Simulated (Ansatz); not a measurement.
Input file for `CC(C)[NH][Ge]([Cl])([Cl])[NH]C(C)C`:

```yaml
crystal:
  periodic: [false, false, false]
  atoms:
    - {symbol: C, position_ang: [-1.909382, -2.532493, -1.137345]}
    - {symbol: C, position_ang: [-1.236882, -1.605432, -0.135466]}
    - {symbol: C, position_ang: [-1.570620, -1.992397, 1.296263]}
    - {symbol: N, position_ang: [-1.580269, -0.203207, -0.354880]}
    - {symbol: Ge, position_ang: [-0.602467, 0.854710, -1.429370]}
    - {symbol: Cl, position_ang: [-1.686877, 2.719114, -1.463676]}
    - {symbol: Cl, position_ang: [-0.393251, 0.242508, -3.487158]}
    - {symbol: N, position_ang: [1.084162, 0.898558, -0.810323]}
    - {symbol: C, position_ang: [1.397232, 1.363397, 0.538083]}
    - {symbol: C, position_ang: [1.673981, 2.858848, 0.587873]}
    - {symbol: C, position_ang: [2.561426, 0.560155, 1.095272]}
    - {symbol: H, position_ang: [-1.616187, -3.571845, -0.969355]}
    - {symbol: H, position_ang: [-1.645270, -2.260971, -2.160999]}
    - {symbol: H, position_ang: [-2.998193, -2.473167, -1.039344]}
    - {symbol: H, position_ang: [-0.151166, -1.681895, -0.264924]}
    - {symbol: H, position_ang: [-2.646595, -1.902893, 1.475788]}
    - {symbol: H, position_ang: [-1.054824, -1.340499, 2.003198]}
    - {symbol: H, position_ang: [-1.283279, -3.026958, 1.498942]}
    - {symbol: H, position_ang: [-2.575478, -0.027682, -0.375577]}
    - {symbol: H, position_ang: [1.783423, 1.145519, -1.497144]}
    - {symbol: H, position_ang: [0.513355, 1.152445, 1.150991]}
    - {symbol: H, position_ang: [0.823553, 3.427572, 0.207489]}
    - {symbol: H, position_ang: [1.879110, 3.186794, 1.610025]}
    - {symbol: H, position_ang: [2.548704, 3.104505, -0.023000]}
    - {symbol: H, position_ang: [3.460753, 0.721768, 0.492731]}
    - {symbol: H, position_ang: [2.788426, 0.860404, 2.121080]}
    - {symbol: H, position_ang: [2.334914, -0.507254, 1.084526]}
basis:
  gaussian: {orbitals: def2-SVP}
correlation: {method: ccsd_t}
```

```sh
$ ansatz run in.yaml --threads 11 --pin off --events-out ev --progress --plain --max-ram 174080MiB --backend cuda --devices 0, --max-vram 75GiB
```

Output of Ansatz, abridged:

```
Functional definition: HF
2621 factors; integrals over basis functions are off by at most 1.5e-3 eV
mean field evaluation 1: about -90855.1007 eV, gradient 5.0e1 eV
mean field evaluation 2: about -90855.3278 eV, gradient 5.0e1 eV
mean field evaluation 4: about -90862.0483 eV, gradient 6.3e0 eV
mean field evaluation 8: about -90862.1517 eV, gradient 2.4e-1 eV
mean field evaluation 16: about -90861.9104 eV, gradient 1.5e0 eV
mean field -90862.15195660 eV, -3339.1224958263 hartree, gradient 7.5e-6 eV, S^2 0.000000; 0 other end points of the search recorded, 0 dependent functions left out
27 core orbitals not correlated: weight in the atoms' cores, before any rotation towards them, 1.000 or more for the frozen orbitals, at most 0.000 for the correlated occupied ones
reference -90862.15195660 eV, -3339.1224958263 hartree; 39, 39 occupied and 194, 194 virtual orbitals, 2621 factors
second order -46.12629810 eV of doubles, -0.00000000 eV of singles
cycle   1  -47.73570142 eV  change    -1.6e0 eV  update   1.4e-1
cycle   2  -48.88993467 eV  change    -1.2e0 eV  update   3.9e-2
cycle   3  -49.09817204 eV  change   -2.1e-1 eV  update   1.8e-2
cycle   4  -49.09351361 eV  change    4.7e-3 eV  update   4.0e-3
cycle   5  -49.09507497 eV  change   -1.6e-3 eV  update   1.8e-3
cycle   6  -49.09513641 eV  change   -6.1e-5 eV  update   5.9e-4
cycle   7  -49.09481685 eV  change    3.2e-4 eV  update   2.4e-4
cycle   8  -49.09483166 eV  change   -1.5e-5 eV  update   7.2e-5
perturbative correction -1.45490700 eV, -0.0534668462 hartree
Total energy: -90912.70169525 eV, -3340.9801644581 hartree
```

It took 11 s on 11 threads of an AMD EPYC 7R13 on a shared host and a whole NVIDIA H100 80 GB, with 0.87 GiB of host memory at the peak.

Correlation energy per correlated electron: -0.648 eV. T1 diagnostic: 0.0092.
